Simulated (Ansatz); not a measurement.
Reaction (formal exchange of groups at the Se–Si bond): `N[SiH](F)[SeH]` + `[OH][GaH2]` → `[OH][GaH][SeH]` + `N[SiH2]F`

Gas-phase electronic energies from Ansatz, PBE0-D4/def2-TZVP geometries. CCSD(T)/CBS adds triple-zeta CCSD(T) − MP2 to the extrapolated MP2 energy (def2 sets, frozen cores). Functionals use def2-TZVPP. HSE06 is defined as in plane-wave codes. For Ga, Se outer-core shells are correlated without core-valence functions, which leaves a few kJ/mol of doubt a bond. Scalar relativity is left out up to krypton. One conformer a species, not always the lowest.

CCSD(T)/CBS gives -48.1 kJ/mol.

Problem. Another level gave -47.1 kJ/mol. Which?
A. B97M-V/def2-TZVPP
B. HSE06/def2-TZVPP
C. SCS-MP2/def2-TZVPP
D. revPBE-D4/def2-TZVPP

Solution. B. HSE06 -47.1, SCS-MP2/def2-TZVPP -51.8, B97M-V -35.8, revPBE-D4 -40.5 kJ/mol.

Largest T1 diagnostic among the species: 0.015.

At CCSD(T), def2-SVP lies −8.7 kJ/mol from the extrapolated value and def2-TZVPP −2.5 kJ/mol. The D4 term adds +3.9 kJ/mol with B3LYP and +2.0 kJ/mol with PBE0; it sums over pairs of atoms, weighted by their polarisabilities, and B3LYP, whose exchange is more repulsive, gets the larger term. Leaving LDA and LC-ωPBE aside and taking each functional with its dispersion term where it has one, the values, not all of them listed here, spread over 15.5 kJ/mol, from B2PLYP to B97M-V. LDA lies +5.6 kJ/mol from PBE without D4.

B3LYP here is the variant with VWN-RPA as its local correlation; programs differ in this.
